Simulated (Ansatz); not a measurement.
Gas-phase electronic energies from Ansatz, PBE0-D4/def2-TZVP geometries. CBS: MP2 limit from def2 TZ/QZ plus the TZ coupled-cluster correction, frozen cores. Functionals use def2-TZVPP. Elements past krypton have def2 core potentials. For In outer-core shells are correlated without core-valence functions, which leaves a few kJ/mol of doubt a bond.

Reaction (substitution at a C–C bond): `Cc1ccccc1` + `[NH2][InH2]` → `C[NH][InH2]` + `c1ccccc1`

Is it downhill or uphill in electronic energy at CCSD(T)/CBS, and by how much? (Best estimate.)

Computed: Uphill: ΔE = +50.7 kJ/mol.

What do these levels give: LDA (SPW92), BLYP-D4, ωB97M-V, r2SCANh, BHLYP, CAM-B3LYP, LC-ωPBE, MP2/def2-SVP, CCSD/def2-TZVPP, CCSD(T)/def2-TZVPP, HF/def2-QZVPP, CCSD/CBS(def2)? (Estimate.)

Ansatz gave: LDA (SPW92) 51.5, BLYP-D4 45.9, ωB97M-V 52.2, r2SCANh 51.6, BHLYP 48.1, CAM-B3LYP 48.3, LC-ωPBE 52.4, MP2/def2-SVP 49.6, CCSD/def2-TZVPP 49.8, CCSD(T)/def2-TZVPP 50.2, HF/def2-QZVPP 46.4, CCSD/CBS(def2) 50.3 kJ/mol.

Largest T1 diagnostic among the species: 0.016.

Leaving LDA and LC-ωPBE aside and taking each functional with its dispersion term where it has one, the values, not all of them listed here, spread over 7.4 kJ/mol, from BLYP-D4 to r2SCAN0-D4. LDA lies +4.3 kJ/mol from PBE without D4. In def2-TZVPP, CCSD(T) changes the Hartree–Fock value by +3.5 kJ/mol (the triples alone add +0.4 kJ/mol) and MP2 by +8.6 kJ/mol. From BLYP to BHLYP (50 % exact exchange), in def2-TZVPP and without D4, ΔE moves by +5.4 kJ/mol.
